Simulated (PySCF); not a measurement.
## Computed properties of Bi(Br)(SiH3)2 (BiBrH6Si2), SMILES [Br][Bi]([SiH3])[SiH3]

BiBrH6Si2, SMILES [SiH3][Bi]([SiH3])[Br]. Coordinates come from a B3LYP-D3(BJ)/def2-SVP optimisation. The def2 effective core potentials stand for the cores of Bi; spin–orbit coupling is left out. The values are those of a single conformer. All values are computed for the isolated molecule unless a solvent is named; none is compared with measurement here.

**Structure.** The optimised structure has Cs symmetry. All 24 harmonic modes at B3LYP-D3(BJ)/def2-SVP (PySCF) are real, so it is a minimum. With heavy atoms numbered as in [Bi:1]([Br:2])([SiH3:3])[SiH3:7], the shortest bond between them is Bi1–Br2 at 2.678 Å and the longest Bi1–Si7 at 2.699 Å.

**Vibrations.** The strongest infrared lines (harmonic, unscaled, degenerate partners summed) lie at 832 cm⁻¹ (517 km/mol, H 92 %, Si 8 %), 870 cm⁻¹ (294 km/mol, H 91 %, Si 9 %), 2198 cm⁻¹ (137 km/mol, H 98 %). The softest mode is at 63 cm⁻¹ and the zero-point energy is 31.3 kcal/mol.

**Electronic structure.** B3LYP/def2-TZVP (PySCF) places the frontier levels at -6.95 and -2.55 eV, a gap of 4.40 eV, and gives a dipole moment of 3.14 D and a mean polarisability of 133.1 bohr³. PBE/def2-TZVP (PySCF) at the same geometry gives -6.15 and -3.07 eV, so its gap is 1.32 eV narrower. An orbital gap is neither the optical nor the fundamental gap.

**Excitations.** TDDFT-ωB97X/def2-SVPD (PySCF) has S1 at 3.68 eV (337 nm, f = 0.007, weak); the most intense of the 10 singlets computed lies at 6.09 eV (f = 0.46). T1 (TDA) is at 3.22 eV. TDDFT-PBE/def2-SVPD (PySCF) puts S1 at 3.26 eV. No vertical singlet excitation falls in the visible range (under 3.1 eV).
